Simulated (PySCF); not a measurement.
C2H8N2, triplet, at the geometry of the source list (a higher spin typed on purpose: for a closed-shell molecule this is an excited state) (in this run its highest filled SCF level lies above zero, so its values depend strongly on the basis, on diffuse functions most of all). Base run: M06/6-31G (PySCF).

PySCF was given this input:
```python
from pyscf import gto, scf, dft

mol = gto.Mole()
mol.atom = '''
    N     1.81950000    0.32830000   -0.22850000
    C     0.58870000    0.06660000    0.49630000
    C    -0.52930000   -0.28720000   -0.48430000
    N    -1.74500000   -0.60500000    0.24350000
    H     2.57600000    0.52730000    0.41560000
    H     1.70680000    1.13510000   -0.83450000
    H     0.25620000    0.91600000    1.12030000
    H     0.75780000   -0.78560000    1.15790000
    H    -0.23140000   -1.17120000   -1.05210000
    H    -0.64970000    0.54680000   -1.19940000
    H    -2.48190000   -0.87720000   -0.39670000
    H    -2.06750000    0.20610000    0.76200000
'''
mol.basis = '6-31g'
mol.spin = 2
mol.verbose = 4
mol.build()

mf = dft.UKS(mol)
mf.xc = 'm06'
mf.kernel()
mf.analyze()
```

Each row names what was changed in the base input (with any setting that the change needs).

| change | ΔE vs base (µEh) | grid points | electrons on the grid |
|---|---|---|---|
| base | 0.0 | 134504 | 33.99995 |
| grids.atom_grid = (75, 302) | 1.6 | 174744 | 33.99995 |
| small_rho_cutoff = 0 | 0.0 | 134504 | 33.99995 |
| grids.level = 7 | 0.6 | 744168 | 34.00000 |
| grids.radi_method = gauss_chebyshev | 13.9 | 131984 | 33.99995 |
| grids.atom_grid = (30, 110) | 31.8 | 29568 | 34.00031 |
| grids.radi_method = mura_knowles | -1.5 | 129320 | 33.99995 |
| grids.level = 1 | -468 | 40376 | 34.00029 |
| grids.level = 0 | 7355 | 9256 | 34.02322 |
| grids.radi_method = delley | 6.9 | 146240 | 33.99995 |
| grids.level = 5 | 0.4 | 358504 | 34.00000 |

Open shells are given as the SCF converged; they aren't shown to be the lowest states, and a large step between rows can be another state.
